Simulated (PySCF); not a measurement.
F₄Ge. Atoms are numbered in the order given.

```xyz
5

F      0.9803     0.9803    -0.9803
Ge     0.0000     0.0000     0.0000
F     -0.9803     0.9803     0.9803
F     -0.9803    -0.9803    -0.9803
F      0.9803    -0.9803     0.9803
```

The structure is a stationary point at PBE0-D3(BJ)/def2-SVP. The isomer is the one that the SMILES or the coordinates give; other isomers of the formula were not compared.

The numbers are results of TDA-ωB97X/def2-SVPD in PySCF, not measurements.

Vertical excitations; the highest root listed may be one member of a degenerate set.  State labels are in the subgroup D2.

**Question.** Give excitation energies, oscillator strengths and character. (The exact figures need the calculation; the answer reports its results.)

**Answer.** 
| state | symmetry | energy (eV) | λ (nm) | f | main pairs |
|---|---|---|---|---|---|
| S1 | B3 | 9.25 | 134 | 0.000 | HOMO→LUMO (degenerate set) |
| S2 | B1 | 9.25 | 134 | 0.000 | HOMO−2→LUMO (degenerate set) |
| S3 | B2 | 9.25 | 134 | 0.000 | HOMO−1→LUMO (degenerate set) |
| S4 | A | 9.90 | 125 | 0.000 | HOMO−6→LUMO (degenerate set) |
| S5 | A | 9.90 | 125 | 0.000 | HOMO−7→LUMO (degenerate set) |
| S6 | B1 | 10.02 | 124 | 0.171 | HOMO−5→LUMO (degenerate set) |
| S7 | B3 | 10.02 | 124 | 0.171 | HOMO−3→LUMO (degenerate set) |
| S8 | B2 | 10.02 | 124 | 0.171 | HOMO−4→LUMO (degenerate set) |
| S9 | B3 | 11.81 | 105 | 0.040 | HOMO−8→LUMO (degenerate set) |
| S10 | B1 | 11.81 | 105 | 0.040 | HOMO−10→LUMO (degenerate set) |
| T1 | B2 | 8.77 | 141 | 0 | HOMO−1→LUMO (degenerate set) |
| T2 | B1 | 8.77 | 141 | 0 | HOMO−2→LUMO (degenerate set) |
| T3 | B3 | 8.77 | 141 | 0 | HOMO→LUMO (degenerate set) |
| T4 | B1 | 9.11 | 136 | 0 | HOMO−5→LUMO 89 % |
Triplets are in the Tamm–Dancoff approximation.
